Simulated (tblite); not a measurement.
C₅H₈O₄Si.
Atom-mapped SMILES: `[O:1]=[CH:2][O:3][C@@H:4]1[O:5][CH2:6][C:7](=[O:8])[CH2:9][SiH2:10]1` (hydrogens: H11 on C2; H12 on C4; H13, H14 on C6; H15, H16 on C9; H17, H18 on Si10)

Geometry (GFN2-xTB, Å), atoms numbered from 1 in this order:
```xyz
18
C5H8O4Si angstrom
O      3.4954    0.8244   -0.1511
C      2.9083   -0.0738   -0.6757
O      1.6488   -0.4175   -0.4845
C      0.8888    0.3257    0.4932
O      0.2981   -0.5577    1.3986
C     -0.6225   -1.4709    0.8367
C     -1.8562   -0.8563    0.1892
O     -2.6156   -1.5275   -0.4635
C     -1.9951    0.6167    0.3874
Si    -0.4431    1.4052   -0.4003
H      3.3444   -0.7489   -1.4315
H      1.5976    0.9108    1.0896
H     -0.9446   -2.1048    1.6684
H     -0.1324   -2.1142    0.0945
H     -1.9738    0.8336    1.4564
H     -2.9346    0.9672   -0.0336
H     -0.3543    1.1853   -1.8423
H     -0.3180    2.8091   -0.0171
```

Computed with GFN2-xTB (tblite): harmonic, unscaled wavenumbers at the GFN2-xTB geometry, gas phase. Errors from tens to a few hundred cm⁻¹ against measured bands are possible. Modes of hydrogen on silicon can be 10 to 20 % off. One conformer, not necessarily the lowest. The optimisation stopped once no atom felt more than 0.01 eV/Å.

Lowest wavenumbers of the output (negative numbers stand for imaginary wavenumbers):
```
mode    cm-1
  1     -21.5
  2      34.7
  3     101.2
  4     163.7
  5     198.6
  6     210.8
  7     295.5
  8     311.2
```

Task: Is this structure a minimum?

Result: Not by this Hessian. 1 mode is imaginary beyond 20i (22i cm⁻¹), so at this level the point lies at or near a first-order saddle. The curvature is small, so loose convergence or finite differences may be the whole cause.

Task: Which atoms move in the imaginary mode?

Result: 22i: O1 (ester carbonyl oxygen) 50 %, O3 (ester single-bonded oxygen) 18 %, Si10 (SiH2 silicon) 10 %. These are shares of the mass-weighted motion.

Task: What is the remedy?

Result: Step along that mode in both directions, optimise again with tighter thresholds and repeat the frequencies. The zero-point energy of this point (77.8 kcal/mol) counts the 47 real modes alone, and thermal corrections from it aren't those of a minimum.

Time: 1.3 s of wall time. Hardware: one thread of an Arm Neoverse N1, shared host with 64 logical CPUs at a one-minute load of 60. The figure is for the frequency step alone.
